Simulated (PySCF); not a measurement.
C3H4BF (SMILES C#CB(C)F), singlet, at a GFN2-xTB geometry. Base run: PBE0/6-31G, polarisability run with PySCF.

Here is a job for PySCF.
```python
from pyscf import gto, scf, dft
from pyscf.prop import polarizability

mol = gto.M(
    atom='''
B     0.36594927    0.21140101    0.04257672
C    -1.01728626   -0.34815234   -0.23730299
C    -2.11134695   -0.80374769   -0.45012216
H    -3.06739940   -1.20172022   -0.63574942
F     0.68090636    1.39275863   -0.47016090
C     1.44589183   -0.55009878    0.90655898
H     1.83479790    0.09653802    1.69145400
H     2.29946449   -0.81456175    0.28306376
H     1.07168185   -1.46009592    1.36499324
''',
    basis='6-31g',
    verbose=4,
)

mf = dft.RKS(mol)
mf.xc = 'pbe0'
mf.kernel()
alpha = mf.Polarizability().polarizability()[2, 2]
print('alpha_zz =', alpha)
```

Variants of this job, named by their change:

```tsv
change	alpha_zz (bohr³)	basis functions	core-seconds (rough)
base	25.48	53	9
basis = 6-31G*	27.21	78	10
functional = hf	24.05	53	0.7
basis = cc-pVDZ	29.91	90	20
basis = def2-SVP	29.25	90	20
functional = pbe	26.26	53	10
functional = lda,vwn	26.49	53	5
finite field (a.u.) = 0.05; conv_tol = 1e-11	25.64	53	10
basis = STO-3G	12.63	29	5
basis = 6-31+G*	33.59	98	30
finite field (a.u.) = 0.005; conv_tol = 1e-11	25.48	53	10
finite field (a.u.) = 2e-4; conv_tol = 1e-6	10.45	53	7
```

Finite-field rows take the second difference of the energy in a field along z; a small field with loose convergence shows SCF noise divided by the square of the field, and a large one adds hyperpolarisability.
